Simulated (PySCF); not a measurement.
## 2,3-dimethyl-2-pentene, C7H14

Molfile (atoms numbered from 1):
```
C7H14
     RDKit          3D

 21 20  0  0  0  0  0  0  0  0999 V2000
   -1.8305   -1.1056   -1.1528 C   0  0  0  0  0  0  0  0  0  0  0  0
   -0.7228   -0.0643   -1.2944 C   0  0  0  0  0  0  0  0  0  0  0  0
   -0.2242    0.4517    0.0313 C   0  0  0  0  0  0  0  0  0  0  0  0
   -1.1051    1.4852    0.6857 C   0  0  0  0  0  0  0  0  0  0  0  0
    0.9129    0.0366    0.6267 C   0  0  0  0  0  0  0  0  0  0  0  0
    1.3442    0.6125    1.9522 C   0  0  0  0  0  0  0  0  0  0  0  0
    1.8273   -1.0155    0.0713 C   0  0  0  0  0  0  0  0  0  0  0  0
   -2.6800   -0.7149   -0.5702 H   0  0  0  0  0  0  0  0  0  0  0  0
   -2.2175   -1.4197   -2.1348 H   0  0  0  0  0  0  0  0  0  0  0  0
   -1.4596   -2.0008   -0.6298 H   0  0  0  0  0  0  0  0  0  0  0  0
   -1.1043    0.7916   -1.8796 H   0  0  0  0  0  0  0  0  0  0  0  0
    0.1009   -0.4860   -1.8885 H   0  0  0  0  0  0  0  0  0  0  0  0
   -2.1092    1.4981    0.2360 H   0  0  0  0  0  0  0  0  0  0  0  0
   -0.6893    2.5021    0.5679 H   0  0  0  0  0  0  0  0  0  0  0  0
   -1.2293    1.3149    1.7660 H   0  0  0  0  0  0  0  0  0  0  0  0
    2.3766    0.3228    2.1973 H   0  0  0  0  0  0  0  0  0  0  0  0
    1.2968    1.7128    1.9642 H   0  0  0  0  0  0  0  0  0  0  0  0
    0.7042    0.2573    2.7792 H   0  0  0  0  0  0  0  0  0  0  0  0
    1.9506   -1.8371    0.7983 H   0  0  0  0  0  0  0  0  0  0  0  0
    1.4728   -1.4573   -0.8681 H   0  0  0  0  0  0  0  0  0  0  0  0
    2.8378   -0.6068   -0.1041 H   0  0  0  0  0  0  0  0  0  0  0  0
  1  2  1  0
  2  3  1  0
  3  4  1  0
  3  5  2  3
  5  6  1  0
  5  7  1  0
  1  8  1  0
  1  9  1  0
  1 10  1  0
  2 11  1  0
  2 12  1  0
  4 13  1  0
  4 14  1  0
  4 15  1  0
  6 16  1  0
  6 17  1  0
  6 18  1  0
  7 19  1  0
  7 20  1  0
  7 21  1  0
M  END
```

The calculation used quadratic response CAM-B3LYP/aug-cc-pVDZ first hyperpolarisability, Taylor convention, gas phase in PySCF 2.14.0. Geometry: PBE0-D3(BJ)/def2-SVP.

**Question.** Give the tensor of the second harmonic β(−2ω;ω,ω) at 1907 nm in the axes of these coordinates.

**Answer.** In au, Taylor convention; rows are the first index (the induced dipole):
```
      xx     yy     zz     xy     xz     yz
x  -23.1  +10.0  +37.9  +23.9  +16.3   +9.7
y  +23.8  -36.4  +13.7   +9.7   +9.5   -9.7
z  +16.3   -9.3   -1.6   +9.9  +37.8  +13.9
```
Norm of βᵢ = ⅓ Σⱼ (βᵢⱼⱼ + βⱼᵢⱼ + βⱼⱼᵢ): 25.1 au, hyper-Rayleigh value 32.2 au.
